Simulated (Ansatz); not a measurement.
Cu₁₂S. Charge 0, multiplicity 1. Geometry r2SCAN-D4/def2-SVP.

Cartesian coordinates in Å:
```
S -1.884 2.612 0.854
Cu 1.021 -1.759 -1.356
Cu -1.349 1.007 -3.113
Cu -1.215 -1.029 -2.013
Cu 1.178 -2.329 0.946
Cu 0.217 1.626 0.598
Cu 1.893 -0.096 0.205
Cu -1.582 0.608 1.764
Cu 2.864 -1.217 2.063
Cu -0.503 -0.820 0.221
Cu 0.497 0.605 -1.596
Cu 0.625 -0.329 2.237
Cu -1.761 1.121 -0.809
```

B3LYP takes the VWN-RPA correlation. Single mean-field runs in def2-TZVP are fitted with def2-universal-jkfit. The restricted singlet is unstable towards broken spin symmetry in Hartree–Fock (as tested in another run); at PBE-D4/def2-SVP, PBE-D4/def2-TZVP, B3LYP-D4/def2-TZVP, PBE0-D4/def2-SVP and others this wasn't settled. Another isomer (singlet) lies 0.25 eV lower at PBE0-D4/def2-TZVP; other spin states weren't run for this one.

**Question.** Estimate the orbital energies around the gap (eV) in Ansatz with PBE-D4/def2-SVP, PBE-D4/def2-TZVP, B3LYP-D4/def2-TZVP, PBE0-D4/def2-SVP, PBE0-D4/def2-TZVP.

**Answer.** 
```tsv
orbital	PBE-D4/def2-SVP	PBE-D4/def2-TZVP	B3LYP-D4/def2-TZVP	PBE0-D4/def2-SVP	PBE0-D4/def2-TZVP
HOMO−13	-5.50	-5.87	-7.29	-7.19	-7.52
HOMO−12	-5.46	-5.83	-7.24	-7.13	-7.47
HOMO−11	-5.44	-5.81	-7.23	-7.12	-7.44
HOMO−10	-5.43	-5.80	-7.18	-7.07	-7.40
HOMO−9	-5.40	-5.77	-7.15	-7.04	-7.36
HOMO−8	-5.38	-5.75	-7.13	-7.00	-7.32
HOMO−7	-5.32	-5.68	-7.05	-6.91	-7.28
HOMO−6	-5.29	-5.67	-7.02	-6.88	-7.24
HOMO−5	-5.23	-5.62	-6.81	-6.66	-6.96
HOMO−4	-5.03	-5.36	-6.13	-5.97	-6.25
HOMO−3	-4.96	-5.26	-6.05	-5.91	-6.17
HOMO−2	-4.85	-5.17	-5.75	-5.49	-5.81
HOMO−1	-4.54	-4.85	-5.30	-5.06	-5.34
HOMO	-4.23	-4.54	-5.03	-4.80	-5.09
LUMO	-3.50	-3.81	-3.31	-2.80	-3.07
LUMO+1	-3.25	-3.56	-3.02	-2.53	-2.81
LUMO+2	-2.85	-3.16	-2.61	-2.12	-2.40
LUMO+3	-2.50	-2.84	-2.23	-1.72	-2.02
LUMO+4	-2.19	-2.54	-1.94	-1.37	-1.73
LUMO+5	-1.92	-2.23	-1.61	-1.09	-1.37
```
